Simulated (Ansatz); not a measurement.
Ansatz (a quantum-chemistry and plane-wave program) input (PBE0/def2-SVP):

Ansatz 0.2 input:
```yaml
crystal:
  periodic: [false, false, false]
  atoms:
    - {symbol: F, position_ang: [1.36553980, -0.93832791, 0.27871984]}
    - {symbol: B, position_ang: [0.44923472, 0.06271859, 0.14064837]}
    - {symbol: F, position_ang: [1.07280859, 1.27282172, 0.22770501]}
    - {symbol: Si, position_ang: [-1.44899684, -0.20186005, -0.43470035]}
    - {symbol: H, position_ang: [-1.80048025, -1.39861615, 0.43889327]}
    - {symbol: H, position_ang: [-2.10487307, 0.90061961, 0.38584614]}
basis:
  gaussian:
    orbitals: def2-SVP
hamiltonian:
  xc: {name: PBE0}
total_charge: -1
```

End of the output:

```
integrals: 0.02 GiB planned
668 factors; integrals over basis functions are off by at most 1.0e-3 eV
0.13 GiB of the device are held for the grids
0.38 GiB of device memory are held for the factors and their scratch space
mean field: 0.13 GiB planned
mean field evaluation 1: about -14004.7772 eV, gradient 2.3e1 eV
mean field evaluation 2: about -14003.2285 eV, gradient 3.4e1 eV
mean field evaluation 4: about -14006.5730 eV, gradient 1.6e0 eV
mean field evaluation 8: about -14006.6554 eV, gradient 1.3e-1 eV
mean field evaluation 16: about -14006.6555 eV, gradient 2.4e-5 eV
mean field -14006.65548128 eV, -514.7350948850 hartree, gradient 2.4e-5 eV, S^2 0.000000; 0 other end points of the search recorded, 0 dependent functions left out
reference -14006.65550401 eV, -514.7350957204 hartree; 20, 20 occupied and 50, 50 virtual orbitals, 668 factors
Total energy: -14006.65550401 eV, -514.7350957204 hartree
```

It need not be the lowest isomer of its formula. Whether it binds its extra electron was not tested at this geometry.
